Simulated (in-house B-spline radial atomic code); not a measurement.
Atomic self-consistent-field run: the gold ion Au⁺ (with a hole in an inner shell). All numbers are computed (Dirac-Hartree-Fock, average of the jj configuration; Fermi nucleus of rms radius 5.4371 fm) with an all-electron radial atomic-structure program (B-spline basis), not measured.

In the input, a minus or plus after the letter marks the j = l - 1/2 or j = l + 1/2 subshell.

Command:
```bash
python run_scf.py task.json out
```
Settings (nuclear radius in fm, mass in u):
```
Z                79
configuration    1s2 2s2 2p6 3s2 3p6 3d10 4s2 4p6 4d10 4f14 5s2 5p-1 5p+4 5d10 6s1
hamiltonian      dirac
method           hf
spin_polarised   False
nucleus          fermi
rms_radius       5.4371
atomic_mass      196.96657
speed_of_light   137.035999084
```

Output (hartree, bohr):
```
 radial grid: 81 intervals, B-splines of order 8, outer radius 60 bohr

 iter        energy (Eh)    residual
    1      -19031.350822    8.69e-01
    2      -19031.797731    1.59e-01
    3      -19032.533531    1.65e-02
    4      -19032.534816    6.97e-03
    5      -19032.535083    7.25e-04
    6      -19032.535096    2.47e-04
    7      -19032.535098    3.75e-05
    8      -19032.535098    1.51e-05
    9      -19032.535098    4.46e-06
   10      -19032.535098    3.66e-07

 total energy                    -19032.53510
 kinetic                           21841.9264
 electron-nucleus                 -47890.6273
 electron-electron                  7016.1658

 first-order corrections (not in the total)
   Gaunt                            24.2293
   retardation                      -2.5693
   frequency dependence             -0.4662
   self-energy                      18.0715
   Uehling                          -3.6616
   Wichmann-Kroll                    0.1600
   recoil                            0.0321

 orbital      occ     eigenvalue          <r>       <r^2>       <1/r>       <r^4>     <1/r^3>       r_max    small
 1s1/2      2.000     -2986.7667    0.0168672 0.000393281     95.6785 4.25281e-07           -     0.01042  9.00e-02
 2s1/2      2.000      -532.7960    0.0704232  0.00593328     23.5309 6.18863e-05           -     0.06035  2.06e-02
 2p1/2      2.000      -509.8833    0.0580588  0.00421288      23.444 3.70173e-05           -     0.04452  2.07e-02
 2p3/2      4.000      -442.3160    0.0665674  0.00539677     19.1259 5.72382e-05     20465.2     0.05186  1.84e-02
 3s1/2      2.000      -128.6846     0.182953   0.0384337      8.6502  0.00223953           -      0.1697  6.91e-03
 3p1/2      2.000      -118.4341     0.173534   0.0351564     8.54786  0.00196546           -      0.1586  6.84e-03
 3p3/2      4.000      -103.3295     0.189029   0.0415105     7.42953  0.00270998     4779.69      0.1734  6.19e-03
 3d3/2      4.000       -86.5524     0.164939   0.0319515     7.30794  0.00181137     829.708      0.1353  6.05e-03
 3d5/2      6.000       -83.3372      0.16968   0.0336867     7.05226  0.00199436     689.386      0.1394  5.87e-03
 4s1/2      2.000       -29.7313     0.406866    0.186873     3.63833   0.0503843           -      0.3832  2.31e-03
 4p1/2      2.000       -25.3109     0.410288    0.191581     3.52227   0.0544016           -      0.3822  2.21e-03
 4p3/2      4.000       -21.6632     0.441956    0.222002      3.1577   0.0728768     1144.42      0.4116  1.99e-03
 4d3/2      4.000       -14.4535     0.450619    0.234633     2.95187   0.0871293     179.063      0.4053  1.79e-03
 4d5/2      6.000       -13.7694      0.46174     0.24619     2.86181   0.0959422     145.529      0.4148  1.72e-03
 4f5/2      6.000        -4.4530      0.49055    0.290027     2.49063    0.169499     30.3061      0.3747  1.35e-03
 4f7/2      8.000        -4.3124     0.497805    0.298813     2.45394    0.180484     28.7745      0.3795  1.32e-03
 5s1/2      2.000        -5.1611     0.937602    0.986347     1.44844     1.42176           -       0.854  5.54e-04
 5p1/2      1.000        -3.7570       1.0097     1.15214     1.33209     2.00768           -       0.902  4.82e-04
 5p3/2      4.000        -3.0723      1.10134     1.37155     1.19609     2.86556     181.893      0.9765  4.09e-04
 5d3/2      4.000        -0.9128      1.46889     2.53336    0.890838     11.6154     16.7772       1.173  2.35e-04
 5d5/2      6.000        -0.8982      1.49921     2.63576    0.870383     12.5002     13.6979         1.2  2.27e-04
 6s1/2      1.000        -0.6317      2.64708     7.94627    0.481116      98.327           -       2.259  7.15e-05
```

Cost of the run: 1.8 s on 1 thread of Arm Neoverse V1 (shared host).

For the Dirac Hamiltonian the kinetic term is c α·p + (β - 1)c².
